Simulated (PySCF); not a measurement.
First hyperpolarisability: 4-bromostyrene (SMILES C=Cc1ccc(Br)cc1)

Geometry:
| atom | x (Å) | y (Å) | z (Å) |
| --- | --- | --- | --- |
| C1 | 3.652 | 0.593 | 0.617 |
| C2 | 2.709 | -0.346 | 0.472 |
| C3 | 1.263 | -0.139 | 0.336 |
| C4 | 0.424 | -1.254 | 0.193 |
| C5 | -0.955 | -1.118 | 0.062 |
| C6 | -1.515 | 0.156 | 0.072 |
| Br7 | -3.381 | 0.361 | -0.106 |
| C8 | -0.707 | 1.286 | 0.212 |
| C9 | 0.666 | 1.132 | 0.342 |
| H10 | 3.419 | 1.660 | 0.651 |
| H11 | 4.705 | 0.318 | 0.710 |
| H12 | 3.024 | -1.395 | 0.448 |
| H13 | 0.864 | -2.255 | 0.186 |
| H14 | -1.592 | -1.997 | -0.048 |
| H15 | -1.157 | 2.281 | 0.218 |
| H16 | 1.285 | 2.025 | 0.451 |

Method used: quadratic response CAM-B3LYP/aug-cc-pVDZ first hyperpolarisability, Taylor convention, gas phase (PySCF). Geometry: PBE0-D3(BJ)/def2-SVP.

The calculation is non-relativistic, which matters for the atoms heavier than Zn.

Problem. What is the first hyperpolarisability, and how does it disperse?

Solution. In 10⁻³⁰ esu, Taylor convention; the vector part is βᵢ = ⅓ Σⱼ (βᵢⱼⱼ + βⱼᵢⱼ + βⱼⱼᵢ); β∥ is 3/5 of the vector part along the dipole, the dipole points from − to +:
| process | λ (nm) | β vector norm | β∥ | β HRS | depolarisation ratio |
| --- | --- | --- | --- | --- | --- |
| static β(0;0,0) | ∞ | 3.81 | -2.26 | 1.54 | 5.40 |
| second harmonic β(−2ω;ω,ω) | 1907 | 4.28 | -2.54 | 1.73 | 5.39 |
| Pockels β(−ω;ω,0) | 1907 | 3.95 | -2.35 | – | – |
| second harmonic β(−2ω;ω,ω) | 1064 | 5.69 | -3.37 | 2.31 | 5.34 |
| Pockels β(−ω;ω,0) | 1064 | 4.32 | -2.56 | – | – |

Problem. Which lowest excitations, dipole and polarisabilities go with it?

Solution. S1 4.75 eV (f = 0.328); S2 4.98 eV (f = 0.197); S3 5.56 eV (f = 0.001); dipole 1.70 D; isotropic α 124.0 au static, 124.7 au at 1907 nm, 126.2 au at 1064 nm, 126.8 au at 953.5 nm, 134.3 au at 532 nm.
